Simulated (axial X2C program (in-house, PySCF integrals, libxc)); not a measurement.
Potential curves of PbH, two-component

All values were computed with an axial X2C code built on PySCF integrals. Two-component (2c) means X2C with spin–orbit coupling and atomic mean-field two-electron Coulomb and Gaunt terms. Basis: Pb dyall-cv3z [12s14p10d7f1g], H dyall-v3z [6s2p1d] (cores contracted in-house); Gaussian nuclei, density fitting, unrestricted open shells. Masses: Pb 207.977 u, H 1.008 u.

State: Ω = 1/2 (⟨Sz⟩ = -0.46, ⟨Lz⟩ = 0.96 at r2SCAN0). Energies in cm⁻¹ from the fragments at the same level (Pb + H). Fits are polynomials in 1 − R0/R over 0.85 to 1.23 times the lowest point R0.

```csv
R (Å),r2SCAN0
1.6086,-13047
1.6826,-14633
1.7381,-15317
1.7935,-15660
1.8490,-15727
1.9137,-15530
1.9784,-15101
2.0616,-14299
2.1633,-13063
2.3112,-11022
```

Occupations by symmetry block were frozen at the best pattern of an incomplete PBE0 search. Dissociation energies refer to the lowest single-determinant-based atoms at the same level and basis. Density functionals use the spin component along the axis (collinear). The functionals have no current-density term, which raises determinants with orbital currents, atoms included.

Problem. What are Re, ωe and De at the r2SCAN0 level?

Solution. At r2SCAN0, 2c: Re = 1.836 Å, ωe ≈ 1590 cm⁻¹, De = 1.95 eV to Pb + H; Be follows as 4.98 cm⁻¹.
